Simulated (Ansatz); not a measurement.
C3H7ClSi can be A, `C=C(Cl)[SiH2]C`, or B, `CC(C)[Si]Cl`.

Gas-phase electronic energies from Ansatz, PBE0-D4/def2-TZVP geometries. CCSD(T)/CBS is the MP2 limit (def2-TZVPP, def2-QZVPP) plus CCSD(T) − MP2 in def2-TZVPP, frozen cores. Functionals use def2-TZVPP. B3LYP here is the variant with VWN-RPA as its local correlation; programs differ in this. Each species was taken in one conformer, which may not be the lowest.

**Question.** Which is lower in electronic energy at CCSD(T)/CBS, and by how much? (Estimate.)

**Answer.** Ansatz gave: B, by 12.3 kcal/mol.

**Question.** Give E(B) − E(A) in kcal/mol with r2SCAN-D4, CCSD(T)/def2-TZVPP, CCSD(T)/def2-SVP, ωB97M-V, PBE-D4, B3LYP-D4, B3LYP. (An estimate is asked.)

**Answer.** Ansatz gave: r2SCAN-D4 -9.9, CCSD(T)/def2-TZVPP -12.5, CCSD(T)/def2-SVP -15.8, ωB97M-V -14.6, PBE-D4 -13.1, B3LYP-D4 -11.8, B3LYP -10.8. None reverses the order clearly.

**Question.** Does the order hold for the free energy at 298.15 K (harmonic terms from PBE0-D4)? (Best estimate.)

**Answer.** Computed: Yes: G(B) − G(A) = -8.0 kcal/mol, for one conformer each. Modes under 60 cm⁻¹, often nearly free rotors, make the harmonic entropy too high.

Largest T1 diagnostic: 0.011.

At CCSD(T), def2-SVP lies −3.5 kcal/mol from the extrapolated value and def2-TZVPP −0.2 kcal/mol. Leaving LDA and LC-ωPBE aside and taking each functional with its dispersion term where it has one, the values spread over 4.7 kcal/mol, from ωB97M-V to r2SCAN-D4. LDA lies −2.9 kcal/mol from PBE without D4.
